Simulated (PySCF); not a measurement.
Computed IR spectrum (relative IR intensity) of a molecule C₃H₅Cl. Geometry: PBE0-D3(BJ)/def2-SVP. Other conformers were not sampled. Calculation: PBE0-D3(BJ)/def2-SVP in PySCF. Frequencies are harmonic and unscaled.

ν (cm⁻¹): 350 (vw), 457 (w), 662 (s), 898 (s), 935 (vw), 1005 (vw), 1201 (vs), 1376 (w), 1409 (w), 1439 (m), 1454 (m), 1739 (vs), 3059 (w), 3146 (w), 3176 (w) (against the strongest line: vs over 80 %, s over 45 %, m over 15 %, w over 4 %, vw less)

Problem. Which structure fits?
A) ClC1CC1
B) C/C=C\Cl
C) C=C(C)Cl

Solution. C, C=C(C)Cl
